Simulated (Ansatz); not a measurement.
`NB(O)F` + `[InH3]` → `O[B](F)[InH2]` + NH₃ at 400 K and 1 bar (formal exchange of groups at a B–N bond).

Isolated molecules relaxed with PBE0-D4/def2-TZVP in Ansatz; ΔE leaves out vibrations. CCSD(T)/CBS adds triple-zeta CCSD(T) − MP2 to the extrapolated MP2 energy (def2 sets, frozen cores). This one scheme is used for every species. def2 core potentials past Kr. For In outer-core shells are correlated without core-valence functions, which leaves a few kJ/mol of doubt a bond. One conformer a species, not always the lowest.

| species | CCSD(T)/CBS energy (Eh) | H − E (kJ/mol) | S (J/(mol·K)) |
| --- | --- | --- | --- |
| `NB(O)F` | -256.43442 | 150.8 | 306.7 |
| `[InH3]` | -191.56739 | 59.8 | 243.4 |
| `O[B](F)[InH2]` | -391.45169 | 115.9 | 370.6 |
| NH₃ | -56.50880 | 104.2 | 203.1 |

H − E and S are ideal-gas, rigid-rotor, harmonic terms from PBE0-D4/def2-TZVP, for one conformer and one mirror image of each species. 1 Eh = 2625.50 kJ/mol, R = 8.31446 J/(mol·K).

**Question.** By hand: ΔE, ΔH, ΔS and ΔG.

**Answer.** ΔE = (-391.45169) + (-56.50880) − (-256.43442) − (-191.56739) = 0.04132 Eh = 108.5 kJ/mol. Δ(H − E) = 115.9 + 104.2 − 150.8 − 59.8 = 9.5, so ΔH = 118.0 kJ/mol. ΔS = 370.6 + 203.1 − 306.7 − 243.4 = 23.6 J/(mol·K). ΔG = 118.0 − 400 × (23.6)/1000 = 108.6 kJ/mol.

**Question.** By hand: the equilibrium constant, and the temperature at which ΔG would vanish if ΔH and ΔS stayed fixed.

**Answer.** log₁₀ K = −ΔG/(RT ln 10) = -14.2. ΔG = 0 at ΔH/ΔS = 5000 K, far beyond where these terms or the molecules hold.

ΔH outweighs TΔS. A doubt of 5 kJ/mol in ΔE shifts log₁₀ K by 0.7 here. Other conformers and mirror images would add mixing entropy, several J/(mol·K) or more a flexible species. Modes under 60 cm⁻¹, often nearly free rotors, make the harmonic entropy too high. These are equilibria of isolated gas molecules and say nothing of rates. Largest T1 diagnostic: 0.014 (customary marks: 0.02 for closed shells, 0.045 for open ones).
